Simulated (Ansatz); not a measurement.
Relaxation of CH$_{6}$BNOSi (11 atoms, charge 0, multiplicity 1), to a largest force component of 0.02 eV/Å in at most 40 steps.

Level of theory: Ansatz, RKS PBE/6-31G.

```xyz
11
Properties=species:S:1:pos:R:3
B -1.074 -0.133 1.782
Si -0.171 -1.013 0.356
C 0.489 0.226 -0.832
N 1.797 0.683 -0.647
O -0.266 0.679 -1.886
H -0.781 -0.199 2.892
H -2.012 0.611 1.509
H -1.054 -1.885 -0.364
H 0.930 -1.785 0.982
H 2.140 1.384 -1.264
H 0.069 1.375 -2.506
```

Question: Where does it end, and by what steps?

Answer: It converged. The force dipped under the threshold on the way, but the program's further checks kept it going. Limits of this set-up: no polarisation functions. After 14 steps the energy has fallen by 0.929 eV; H6 moved furthest, 1.01 Å.

```tsv
step	energy less start (eV)	largest force component (eV/Å)	accepted
0	0.0000	6.331	yes
1	-0.7381	2.584	yes
2	-0.8414	0.805	yes
3	-0.8903	0.336	yes
4	-0.8969	0.265	yes
5	-0.9020	0.308	yes
6	-0.9186	0.066	yes
7	-0.9246	0.067	yes
8	-0.9272	0.082	yes
9	-0.9265	0.197	no
10	-0.9290	0.024	yes
11	-0.9292	0.018	yes
12	-0.9293	0.027	yes
13	-0.9293	0.020	yes
14	-0.9294	0.008	yes
```

```xyz
11
Properties=species:S:1:pos:R:3
B -1.240 -0.086 1.820
Si -0.026 -0.941 0.448
C 0.657 0.280 -0.877
N 1.903 0.605 -0.921
O -0.399 0.732 -1.699
H -1.621 -0.739 2.759
H -1.620 1.053 1.728
H -0.844 -1.997 -0.282
H 1.156 -1.641 1.081
H 2.178 1.289 -1.659
H -0.078 1.387 -2.378
```

Whether the end is a true minimum wasn't checked by a vibrational analysis.

Run time: 45 s on 2 threads of Arm Neoverse N1 (shared host), peak memory 0.18 GiB.
